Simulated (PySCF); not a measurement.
Computed IR spectrum (relative IR intensity) of a molecule CH3Cl2NSi2. Geometry: B3LYP-D3(BJ)/def2-SVP. Other conformers were not sampled. Level of theory: B3LYP-D3(BJ)/def2-SVP run with PySCF. Frequencies are harmonic and unscaled.

Lines under 2 % of the strongest are left out, and lines within 2 cm⁻¹ are merged.

```
ν (cm⁻¹)  relative intensity
--------  ------------------
161                      3.0
199                      2.3
284                       12
462                       15
545                       83
586                      3.1
613                       81
657                       34
750                       20
767                      100
897                       24
941                       56
1286                      11
1580                      26
2206                      61
2222                      54
3027                      27
```

Task: Identify the compound among the candidates.
(A) Cl[Si]1(Cl)N=C[SiH2]1
(B) Cl[Si@H]1C=N[Si@@H]1Cl
(C) Cl[Si]1(Cl)C=N[SiH2]1

Result: A, Cl[Si]1(Cl)N=C[SiH2]1
